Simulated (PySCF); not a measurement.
Work out the structure from these simulated measurements.

Formula: C2HBCl2.

| Item | Value |
| --- | --- |
| Triplet | lowest triplet excitation (Tamm–Dancoff): 4.07 eV [TDA B3LYP/def2-SVPD] |
| 13C NMR | chemical shifts (computed TMS as zero) by class: 121.6 (1 C), 79.9 (1 C) ppm [GIAO HF/pcSseg-2] |
| UV, strongest line | among the 10 lowest singlet transitions: S9 at 7.65 eV (162 nm, f = 0.265) [TDDFT B3LYP/def2-SVPD] |
| UV, first state | lowest singlet excitation: 4.37 eV (283 nm, f = 0.000) [TDDFT B3LYP/def2-SVPD] |
| 1H NMR | chemical shifts (computed TMS as zero) by class: 4.22 (1 H) ppm [GIAO HF/pcSseg-2] |
| Rotational structure | rotational constants A, B, C: 3.176, 2.725, 1.467 GHz [PBE0-D3(BJ)/def2-SVP] |
| Dipole | 1.74 D [B3LYP/def2-SVPD] |
| Polarisability | 65.6 au [B3LYP/def2-SVPD] |
| NMR, other nuclei | isotropic shieldings of nuclei other than C and H, by class: 67 (1 B), 753 (2 Cl) ppm [GIAO HF/pcSseg-2] |

Electronic properties: PySCF, gas phase, density fitting. Levels stand in brackets. Geometry: PBE0-D3(BJ)/def2-SVP; no solvent, vibrations or thermal averaging. Each NMR value is the plain mean over a class of atoms that symmetry, rotation or inversion makes alike.

Question: What is the compound? Reason from the data.

Answer: Numbering: `[CH:1]#[C:2][B:3]([Cl:4])[Cl:5]`. 2 carbons fall into 2 classes; from least to most shielded: terminal alkyne carbon [C1] (121.6 ppm), alkyne carbon [C2] (79.9 ppm). The one hydrogen (4.22 ppm): alkyne hydrogen. The other shieldings belong to: 67 ppm, three-coordinate boron [B3]; 753 ppm, chlorine bonded to B [Cl4/Cl5]. S1 is mainly HOMO→LUMO (weight 0.98); the largest Löwdin shares of the orbital it empties are 0.35 on the terminal alkyne carbon, 0.34 on the alkyne carbon and 0.14 on each of 2 atoms of one kind (chlorine bonded to B), of the orbital it fills 0.33 on the three-coordinate boron, 0.20 on the terminal alkyne carbon and 0.18 on the alkyne carbon. The optimised geometry has point group C2v and is an asymmetric top. Structure: `ClB(C#C)Cl`. The assignments are read from this structure; whether some other isomer fits the data as well wasn't checked.
